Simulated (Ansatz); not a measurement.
Species: 2-methyl-3-methylselanylprop-1-ene, C$_{5}$H$_{10}$Se (charge 0, singlet). 
Structure (B3LYP-D3(BJ)/def2-TZVP (Ansatz, a first-principles code) minimum search):
```xyz
16

C     -2.3715     0.7607     0.1089
C     -1.2879     0.6470     0.8723
C     -0.8171     1.7571     1.7685
C     -0.4671    -0.6109     0.8982
Se     0.7002    -0.8769    -0.6892
C      1.5557     0.8851    -0.7353
H     -2.6944    -0.0460    -0.5374
H     -2.9599     1.6691     0.0941
H      0.2195     2.0271     1.5512
H     -0.8444     1.4443     2.8166
H     -1.4352     2.6479     1.6609
H     -1.0948    -1.5005     0.8849
H      0.1682    -0.6521     1.7809
H      0.8053     1.6592    -0.8757
H      2.1283     1.0600     0.1729
H      2.2285     0.8725    -1.5903
```

Basis-set convergence of Hartree-Fock and MP2 correlation energies (hartree) with Ansatz. Valence correlation only, unless marked. Spin-orbit coupling is left out. Frozen are the shells of the preceding noble gas and the d and f shells that filled before the atom's block. No relativistic terms.

```json
[
 {"basis": "aug-cc-pVDZ", "functions": "241", "E(HF)": "-2594.96899", "E(corr, MP2)": "-0.86046"},
 {"basis": "aug-cc-pVTZ", "functions": "519", "E(HF)": "…", "E(corr, MP2)": "…"}
]
```

**Question.** What belongs in the gaps?

**Answer.** 
- aug-cc-pVTZ, E(HF): -2595.09279
- aug-cc-pVTZ, E(corr, MP2): -1.03191
